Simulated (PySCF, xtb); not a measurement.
CH5GaN, SMILES [CH3][Ga][NH2], multiplicity 2. Other conformers were not sampled.

Harmonic wavenumbers (cm⁻¹) from GFN2-xTB (xtb 6.7.1) at its own minimum, in rising order: 47, 101, 131, 350, 383, 429, 503, 514, 545, 1146, 1429, 1433, 1498, 2972, 2992, 2997, 3349, 3377.

Problem. What does PBE-D3(BJ)/def2-SVP (PySCF) give at its own minimum? (An estimate is asked for; the answer gives what the named calculation found.)

Solution. 42, 148, 151, 364, 491, 589, 655, 659, 709, 1114, 1361, 1376, 1448, 2972, 3088, 3096, 3465, 3588. Paired by order, the mean absolute difference is 86 cm⁻¹ and the zero-point energies are 34.6 and 36.2 kcal/mol.
